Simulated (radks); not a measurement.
Values are calculated unless marked as measured or tabulated.
All-electron atom: neutral mercury in [Xe] 4f14 6s2 5d(up 5, down 5) (the NIST ground configuration). Code: a radial shooting solver on a logarithmic mesh with Libxc functionals. Model: scalar-relativistic Kohn-Sham, SCAN, spin-polarised, spherical densities, finite nucleus; meta-GGA in the generalised Kohn-Sham scheme; Fermi nuclear charge, rms radius 5.4648 fm. Some entries of the table are withheld. Estimate them.

orbital  occ.  eigenvalue (eV)  <r^2> (bohr^2)  <r> (bohr)
1s          2        -83236.63       0.0003810     0.01659
2s          2        -14781.67        0.005792     0.06990
2p          6        -12745.31        0.004898     0.06328
3s          2        -3520.766         0.03727      0.1805
3p          6        -2929.066         0.03845         (1)
3d         10        -2304.609         0.03192      0.1651
4s          2        -780.6095          0.1796         (2)
4p          6        -585.7442          0.2052      0.4250
4d         10        -353.4825          0.2326      0.4488
5s          2        -120.4899          0.9150      0.9034
4f         14         -97.0517          0.2811      0.4826
5p          6         -68.2176           1.221       1.039
5d         10         -10.1546           2.691       1.499
6s          2          -7.3389           8.060       2.655

Answer. 
(1) 3p <r> (bohr): 0.1821
(2) 4s <r> (bohr): 0.3991
